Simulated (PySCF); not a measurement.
CH5FGaNO, SMILES C[O][Ga]([NH2])[F].

Geometry: B3LYP-D3(BJ)/def2-SVP. The structure was generated by enumeration; whether it is a known compound was not checked. Other conformers were not sampled.

These are TDDFT-PBE0/def2-SVPD run with PySCF values and carry that method's errors.

Vertical excitations. The molecule is in vacuum.

| state | energy (eV) | λ (nm) | f | main pairs |
|---|---|---|---|---|
| S1 | 5.44 | 228 | 0.016 | HOMO→LUMO 98 % |
| S2 | 5.98 | 207 | 0.037 | HOMO−1→LUMO 97 % |
| S3 | 6.30 | 197 | 0.024 | HOMO−2→LUMO 91 % |
| S4 | 7.05 | 176 | 0.104 | HOMO→LUMO+1 84 % |
| S5 | 7.31 | 170 | 0.015 | HOMO−2→LUMO+1 59 %, HOMO−1→LUMO+1 39 % |
| S6 | 7.35 | 169 | 0.025 | HOMO→LUMO+2 88 % |
| S7 | 7.50 | 165 | 0.039 | HOMO−1→LUMO+1 55 %, HOMO−2→LUMO+1 36 % |
| S8 | 7.75 | 160 | 0.003 | HOMO−1→LUMO+2 53 %, HOMO→LUMO+3 37 % |
| S9 | 7.97 | 156 | 0.008 | HOMO→LUMO+3 44 %, HOMO−1→LUMO+2 39 % |
| S10 | 8.15 | 152 | 0.025 | HOMO−2→LUMO+2 93 % |
| T1 | 5.01 | 247 | 0 | HOMO→LUMO 92 % |
| T2 | 5.54 | 224 | 0 | HOMO−1→LUMO 88 % |
| T3 | 5.87 | 211 | 0 | HOMO−2→LUMO 90 % |
| T4 | 6.07 | 204 | 0 | HOMO→LUMO+1 87 % |
Triplets are in the Tamm–Dancoff approximation, which puts them higher than full response would, so one can lie above its singlet here.
